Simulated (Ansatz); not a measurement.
A structure relaxed at PBE-D4/def2-SVP in Ansatz, charge 0, singlet:

```xyz
50

C     4.0601   11.8764    5.8811
C     3.7015   10.8257    5.3608
C     3.2838    9.6023    4.7552
C     3.3314    9.4385    3.3475
C     2.9233    8.2434    2.7558
C     2.4517    7.1654    3.5488
C     2.0343    5.9437    2.9437
C     1.6736    4.8883    2.4197
C     1.2562    3.6667    1.8144
C     2.1782    2.6088    1.6052
C     1.7697    1.4139    1.0134
C     0.4229    1.2287    0.6073
C     0.0051    0.0068    0.0027
C    -0.3568   -1.0490   -0.5195
C    -0.7753   -2.2706   -1.1241
C    -0.7060   -2.4450   -2.5305
C    -1.1154   -3.6397   -3.1218
C    -1.6106   -4.7086   -2.3309
C    -2.0290   -5.9303   -2.9357
C    -2.3892   -6.9861   -3.4584
C    -2.8089   -8.2091   -4.0645
C    -1.8915   -9.2744   -4.2504
C    -2.3087  -10.4708   -4.8449
C    -3.6401  -10.6289   -5.2638
C    -4.5570   -9.5799   -5.0843
C    -4.1507   -8.3792   -4.4909
C    -1.6800   -4.5339   -0.9245
C    -1.2708   -3.3392   -0.3331
C    -0.4990    2.2867    0.8168
C    -0.0906    3.4817    1.4081
C     2.4045    7.3307    4.9573
C     2.8125    8.5258    5.5489
H     4.3764   12.8028    6.3396
H     3.6959   10.2682    2.7246
H     2.9637    8.1246    1.6633
H     3.2243    2.7431    1.9167
H     2.4914    0.5994    0.8549
H    -0.3228   -1.6224   -3.1518
H    -1.0573   -3.7659   -4.2127
H    -0.8501   -9.1459   -3.9209
H    -1.5865  -11.2901   -4.9830
H    -3.9641  -11.5717   -5.7302
H    -5.6018   -9.6993   -5.4096
H    -4.8648   -7.5551   -4.3480
H    -2.0618   -5.3570   -0.3031
H    -1.3278   -3.2134    0.7580
H    -1.5449    2.1522    0.5048
H    -0.8123    4.2963    1.5663
H     2.0407    6.5007    5.5803
H     2.7727    8.6444    6.6414
```

(1) Give its formula, name or SMILES and point group.

(2) Summarise the bond lengths by kind (pairs closer than 1.2 times the sum of covalent radii, bridged metal pairs left out).

## Answers

(1) `C#Cc1ccc(C#Cc2ccc(C#Cc3ccc(C#Cc4ccccc4)cc3)cc2)cc1`. Point group C2v (tolerance 0.1 Å).

(2) 35 × C–C 1.23 to 1.43 Å; 18 × C–H 1.08 to 1.10 Å.

Single mean-field runs in def2-SVP are fitted with def2-universal-jkfit.
